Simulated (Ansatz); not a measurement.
Calculated with Ansatz (gas phase, PBE0-D4/def2-TZVP geometries, no zero-point term in ΔE). CCSD(T)/CBS adds triple-zeta CCSD(T) − MP2 to the extrapolated MP2 energy (def2 sets, frozen cores). This one scheme is used for every species. Functionals use def2-TZVPP.

Consider the substitution at a C–Al bond: `C[CH](F)[AlH2]` + HCl → `CC(F)Cl` + `[AlH3]`.

| level | ΔE (kJ/mol) | difference from CCSD(T)/CBS |
| --- | --- | --- |
| LDA (SPW92) | 10.5 | -5.8 |
| B97M-V | 3.6 | -12.7 |
| r2SCANh-D4 | 12.1 | -4.2 |
| BHLYP-D4 | 13.8 | -2.5 |
| CAM-B3LYP-D4 | 14.4 | -1.9 |
| revPBE | 15.1 | -1.2 |
| r2SCAN | 11.7 | -4.6 |
| r2SCANh | 11.8 | -4.5 |
| HF/def2-SVP | 7.4 | -8.9 |
| CCSD(T)/def2-SVP | 9.9 | -6.4 |
| MP2/def2-TZVPP | 13.5 | -2.8 |
| CCSD/def2-TZVPP | 15.9 | -0.4 |
| CCSD(T)/def2-TZVPP | 14.9 | -1.4 |
| MP2/def2-QZVPP | 14.5 | -1.8 |
| MP2/CBS(def2) | 14.9 | -1.4 |
| CCSD/CBS(def2) | 17.3 | 1.0 |
| CCSD(T)/CBS | 16.3 | 0 |

Largest T1 diagnostic among the species: 0.011.

At CCSD(T), def2-SVP lies −6.4 kJ/mol from the extrapolated value and def2-TZVPP −1.4 kJ/mol. From BLYP to BHLYP (50 % exact exchange), in def2-TZVPP and without D4, ΔE moves by −3.2 kJ/mol.
